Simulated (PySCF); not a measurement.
A GIAO shielding run with PySCF 2.14.0 with density-fitted response routines (density fitting, non-relativistic, gas phase) on `O=CC[SiH2]C(Cl)Cl`, C3H6Cl2OSi:

```
$ OMP_NUM_THREADS=1 python probes_run.py task.json out

{"job": {"kind": "nmr", "xc": "PBE0", "basis": "pcSseg-1"}, "charge": 0, "multiplicity": 1}
O      1.067607    -1.381782    -1.094624
C      1.705726    -0.433673    -0.723280
C      1.247629     0.462041     0.370087
Si    -0.450336    -0.170587     0.974238
C     -1.673899    -0.005107    -0.502525
Cl    -1.640417     1.667572    -1.104139
Cl    -3.312984    -0.402011     0.047601
H      2.676983    -0.183501    -1.188929
H      1.206458     1.485434    -0.006325
H      1.995573     0.465267     1.162783
H     -0.417891    -1.571993     1.375876
H     -0.945335     0.718304     2.024780
H     -1.463502    -0.649476    -1.353271
```

Hardware: 1 thread of an Arm Neoverse N1, shared host. The job also computes population analyses, field gradients.

(1) How large is the calculation?

(2) How long does it take, and how much memory does it need?

## Answers

(1) 80 electrons, 170 basis functions and 953 auxiliary functions.

(2) 44 s of wall time, with 14 SCF cycles and 5 response iterations; peak memory 0.76 GiB. Times on a shared host scatter by some tens of per cent.
